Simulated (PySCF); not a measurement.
## Electron correlation in S(3+) (sulfur, charge +3)

[Ne] 3s2 3p1, 2P determinant. All numbers are calculated (PySCF 2.14, the spin-free X2C one-electron Hamiltonian (Gaussian nucleus), in x2c-TZVPPall with one added diffuse shell each of s, p, d type (6s6p4d1f, 51 functions)). Frozen: [Ne]; 3 electrons correlated.

```
  level  correlation energy (mhartree)
   CCSD                         -70.02
    (T)                          -1.00
CCSD(T)                         -71.02
  CCSDT                         -71.38
```

Diagnostics: T1 = 0.010, D1 = 0.0237, largest double amplitude 0.106.

Cost of the coupled-cluster step: about 0.9 core-seconds, for 3 correlated electrons.
